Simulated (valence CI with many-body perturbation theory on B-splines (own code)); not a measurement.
## Rh³¹⁺: calculated level list

Computed by relativistic CI+MBPT: four valence electrons over a frozen Dirac-Fock core [Ne], radial functions for each j: 11 s, 11 p, 10 d, 8 f, 5 g, 2 h, with the one-electron correlation potential Σ1 (screened to all orders), the two-electron term Σ2, the three-electron term Σ3, Breit, model QED; selected single and double excitations, second order for the rest, scaled by the run's own slope (own B-spline code, finite nucleus).

The last digits are not significant, and no measured levels were compared; by estimate large intervals hold to a few tenths of a per cent, small ones and those within an open d or f shell to about a per cent. Among the levels kept, up to 690 cm⁻¹ of a level comes from second order outside the variational space, and about a tenth of that is noise between levels of different J, which matters for small intervals.

Levels 1 to 45 of 177, with energies above the lowest level, (3s^2 3p1/2^2) J=0. "Leading %" is the weight of the configuration and term that name the level; weights of strongly mixed levels are sums over their largest components and can fall short. In the jj column 3d3/2^4 stands for four electrons in 3d with j = 3/2. Lifetimes count E1, E2, E3, M1 and M2 decay at the calculated energies, and are blank where another channel may lead or the interval is too uncertain; long ones can be off by a factor of two.

```tsv
No.	Configuration	Term	J	E (cm⁻¹)	Leading %	g	Lifetime	Leading jj
1	3s2.3p2	3P	0	0	76			3s^2 3p1/2^2 (97 %)
2	3s2.3p2	3P	1	233710	98	1.497	5.63 μs	3s^2 3p1/2 3p3/2 (98 %)
3	3s2.3p2	1D	2	273320	54	1.221	1.36 ms	3s^2 3p1/2 3p3/2 (97 %)
4	3s2.3p2	3P	2	536250	54	1.272	2.58 μs	3s^2 3p3/2^2 (96 %)
5	3s2.3p2	1S	0	627050	75		1.35 μs	3s^2 3p3/2^2 (96 %)
6	3s.3p3	5S°	2	840930	59	1.751	294 ps	3s 3p1/2^2 3p3/2 (81 %)
7	3s.3p3	3D°	1	970840	51	0.861	30.7 ps	3s 3p1/2^2 3p3/2 (74 %)
8	3s.3p3	3D°	2	1063300	49	1.429	178 ps	3s 3p1/2 3p3/2^2 (78 %)
9	3s.3p3	3D°	3	1127600	84	1.322	201 ps	3s 3p1/2 3p3/2^2 (84 %)
10	3s2.3p.3d	3F°	2	1149800	48	0.871	618 ps	3s^2 3p1/2 3d3/2 (79 %)
11	3s.3p3	3P°	0	1215300	90		32.1 ps	3s 3p1/2 3p3/2^2 (90 %)
12	3s.3p3	3P°	1	1238600	53	1.272	14.9 ps	3s 3p1/2 3p3/2^2 (72 %)
13	3s2.3p.3d	3F°	2	1272200	39	0.976	24.5 ps	3s 3p1/2 3p3/2^2 (41 %)
14	3s2.3p.3d	3F°	3	1310200	78	1.106	33.6 ps	3s^2 3p1/2 3d5/2 (75 %)
15	3s.3p3	3S°	1	1323400	27	1.296	4.15 ps	3s 3p1/2 3p3/2^2 (42 %)
16	3s2.3p.3d	3D°	2	1362200	29	1.308	6.99 ps	3s^2 3p1/2 3d5/2 (61 %)
17	3s2.3p.3d	3D°	1	1369300	22	1.042	4.51 ps	3s^2 3p1/2 3d3/2 (51 %)
18	3s2.3p.3d	3P°	2	1432400	32	1.299	33.5 ps	3s 3p3/2^3 (45 %)
19	3s2.3p.3d	3F°	4	1513400	98	1.247	6.28 μs	3s^2 3p3/2 3d5/2 (98 %)
20	3s2.3p.3d	3P°	1	1551600	33	1.182	4.38 ps	3s^2 3p3/2 3d3/2 (66 %)
21	3s2.3p.3d	3D°	2	1562200	44	1.061	3.61 ps	3s^2 3p3/2 3d3/2 (73 %)
22	3s2.3p.3d	3D°	3	1572100	54	1.216	4.94 ps	3s^2 3p3/2 3d3/2 (61 %)
23	3s2.3p.3d	3P°	0	1574000	89		5.06 ps	3s^2 3p3/2 3d3/2 (89 %)
24	3s2.3p.3d	3P°	1	1645100	32	1.338	5.68 ps	3s 3p3/2^3 (47 %)
25	3s2.3p.3d	3P°	2	1661300	30	1.275	5.27 ps	3s^2 3p3/2 3d5/2 (54 %)
26	3s2.3p.3d	1F°	3	1692100	70	1.090	5.57 ps	3s^2 3p3/2 3d5/2 (72 %)
27	3s2.3p.3d	1P°	1	1762300	54	0.982	4.63 ps	3s^2 3p3/2 3d5/2 (57 %)
28	3s.3p2.3d	5F	1	1780400	68	0.268	154 ps	3s 3p1/2^2 3d3/2 (81 %)
29	3s.3p2.3d	5F	2	1793700	34	1.225	142 ps	3s 3p1/2^2 3d3/2 (67 %)
30	3p4	3P	2	1859500	30	1.245	28.7 ps	3p1/2^2 3p3/2^2 (42 %)
31	3s.3p2.3d	5F	3	1874900	39	1.371	51.5 ps	3s 3p1/2^2 3d5/2 (70 %)
32	3s.3p2.3d	5D	0	1956700	38		35.4 ps	3s 3p1/2 3p3/2 3d3/2 (58 %)
33	3s.3p2.3d	5D	1	1974900	59	1.289	213 ps	3s 3p1/2 3p3/2 3d3/2 (91 %)
34	3s.3p2.3d	3F	2	1976600	43	1.030	82.7 ps	3s 3p1/2 3p3/2 3d3/2 (75 %)
35	3s.3p2.3d	5F	3	1993600	42	1.241	76.9 ps	3s 3p1/2 3p3/2 3d3/2 (76 %)
36	3s.3p2.3d	5D	0	1998500	53		20.8 ps	3s 3p1/2 3p3/2 3d3/2 (46 %)
37	3s.3p2.3d	5F	4	2013900	77	1.350	1.11 ns	3s 3p1/2 3p3/2 3d5/2 (76 %)
38	3s.3p2.3d	3F	2	2017700	21	1.067	16.8 ps	3s 3p1/2 3p3/2 3d3/2 (28 %)
39	3s.3p2.3d	5D	4	2043300	44	1.342	544 ps	3s 3p1/2 3p3/2 3d5/2 (47 %)
40	3s.3p2.3d	3P	1	2079300	35	1.447	29.7 ps	3s 3p1/2 3p3/2 3d5/2 (50 %)
41	3p4	1D	2	2085000	22	1.238	34.9 ps	3s 3p1/2 3p3/2 3d5/2 (59 %)
42	3s.3p2.3d	5F	5	2090900	74	1.344	367 ps	3s 3p1/2 3p3/2 3d5/2 (83 %)
43	3s.3p2.3d	5P	3	2096500	51	1.401	9.59 ps	3s 3p1/2 3p3/2 3d5/2 (59 %)
44	3s.3p2.3d	3F	2	2119900	47	0.958	9.03 ps	3s 3p1/2 3p3/2 3d3/2 (40 %)
45	3s.3p2.3d	5P	2	2139000	58	1.631	5.69 ps	3s 3p1/2 3p3/2 3d3/2 (64 %)
```

The ionisation energy to 3s2.3p 2P°_1/2 of the next ion comes out as 1849.3 eV (NIST: 1851 ± 4 eV (semi-empirical)). All 177 levels together are meant to be complete up to 3460400 cm⁻¹.
